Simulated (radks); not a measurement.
Effect of the nuclear size on the holmium ion Ho3+, [Xe] 4f10. Method: Dirac Kohn-Sham, LDA (Slater exchange, Perdew-Wang correlation), spin-unpolarised, spherical densities, finite nucleus; open shells are shared between the two j in proportion to 2j + 1; Fermi nuclear charge, rms radius 5.2022 fm; computed with a radial shooting solver on a logarithmic mesh with Libxc functionals. The rms radius is varied about that value; shifts are against it.

| rms radius (fm) | total energy shift (eV) | density at nucleus (e/bohr^3) | 1s1/2 shift (meV) | 2s1/2 shift (meV) | 4p1/2 shift (meV) | 5s1/2 shift (meV) | 5p1/2 shift (meV) | 4f7/2 shift (meV) | 6s1/2 (empty) shift (meV) |
|---|---|---|---|---|---|---|---|---|---|
| 4.2346 | -9.73 | 8.497e+05 | -4000 | -528 | 0.317 | -4.51 | 0.155 | 0.583 | -0.823 |
| 4.9941 | -2.21 | 8.113e+05 | -909 | -120 | 0.072 | -1.03 | 0.035 | 0.133 | -0.187 |
| 5.2022 | 0 | 8.021e+05 | 0.000 | 0.000 | 0.000 | 0.000 | 0.000 | 0.000 | 0.000 |
| 5.5716 | 4.09 | 7.868e+05 | 1680 | 222 | -0.132 | 1.90 | -0.065 | -0.245 | 0.346 |
| 5.9929 | 9.00 | 7.709e+05 | 3700 | 489 | -0.290 | 4.17 | -0.143 | -0.539 | 0.761 |

Slopes of the eigenvalues against <r^2> in GHz/fm^2, as finite differences over the two radii next to the reference (eigenvalue slopes, not the field-shift constants of lines): 1s1/2 103000, 2s1/2 13600, 4p1/2 -8.09, 5s1/2 116, 5p1/2 -3.97, 4f7/2 -15.0, 6s1/2 (empty) 21.1.
